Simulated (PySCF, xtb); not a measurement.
Sn(F)(OH)(NH2)2 (FH₅N₂OSn), SMILES [OH][Sn]([NH2])([F])[NH2].

xtb with GFN2-xTB at its own geometry gives an orbital gap of 4.02 eV and a dipole moment of 2.34 D.

Geometry optimised at B3LYP-D3(BJ)/def2-SVP. The structure was generated by enumeration; whether it is a known compound was not checked. The def2 effective core potentials stand for the cores of Sn; spin–orbit coupling is left out. The values are those of a single conformer.

**Question.** What does PBE/def2-TZVP (PySCF) give? (An estimate is asked for; the answer gives what the named calculation found.)

**Answer.** gap 4.24 eV (levels -6.61 and -2.37 eV), dipole 2.04 D.
